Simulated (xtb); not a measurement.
The xtb input:
```
$ xtb mol.xyz --gfn 2 --uhf 1 --gbsa methanol --json

# file mol.xyz
2

Si    -0.00000000    -0.00000000    -1.67392232
Br     0.00000000     0.00000000     0.66956893
```

Task: Give the dipole moment at the level GFN2-xTB with GBSA(methanol) (xtb).

Result: 4.25 D

Task: What total energy does GFN2-xTB with GBSA(methanol) give?

Result: -5.7704 Eh

Task: Estimate the partial charges in atom order that GFN2-xTB with GBSA(methanol) returns for this input.

Result: Si1 0.42, Br2 -0.42
